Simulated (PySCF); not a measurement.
## Core-level binding energies of Ga(H2S)F3

Ga(H2S)F3.
Structure used (PBE0-D3(BJ)/def2-SVP), in Å, numbered top down from 1:
```
atom  x, y, z in Å
Ga1    0.1454   -0.2586   -0.9916
S2     0.1720   -0.2447    1.5183
H3     0.5339    1.0583    1.5744
H4    -1.1461    0.0495    1.6023
F5     1.8570   -0.2834   -1.3334
F6    -0.6752    1.2797   -1.1654
F7    -0.7950   -1.7029   -1.2732
```

Level of theory: delta-SCF UKS SCAN, pcX-2 on the ionised atom, pcseg-1 elsewhere, spin-free X2C in PySCF 2.14.0. These are vertical core ionisation energies against the vacuum level, from separate self-consistent calculations with and without the core hole.

Task: List the computed XPS lines with their assignment.

Result: 
```json
{"atom(s)": "S2", "environment": "sulfur bonded to Ga and 2 H", "level": "S 1s", "binding energy (eV)": "2480.38", "count": "1"}
{"atom(s)": "F5/F6/F7", "environment": "fluorine bonded to Ga", "level": "F 1s", "binding energy (eV)": "691.28", "count": "3"}
```

Task: What is the longest wavelength that can ionise F 1s of F5/F6/F7 vertically?

Result: λ = hc/E = 12398.42 eV Å / 691.28 eV = 17.935 Å.

Task: Which photon energy gives electrons from F 1s of F5/F6/F7 a kinetic energy of 200 eV, and what is their de Broglie wavelength?

Result: hν = 691.28 + 200 = 891.28 eV, recoil neglected; λ = 12.264 Å/√(E/eV) = 0.87 Å.

Topologically equivalent atoms share the value of their first member; where this conformer doesn't relate them by symmetry, their own values could differ. Not every level is listed. No level of gallium is listed. Isolated species at its PBE0-D3(BJ)/def2-SVP geometry, gas phase.
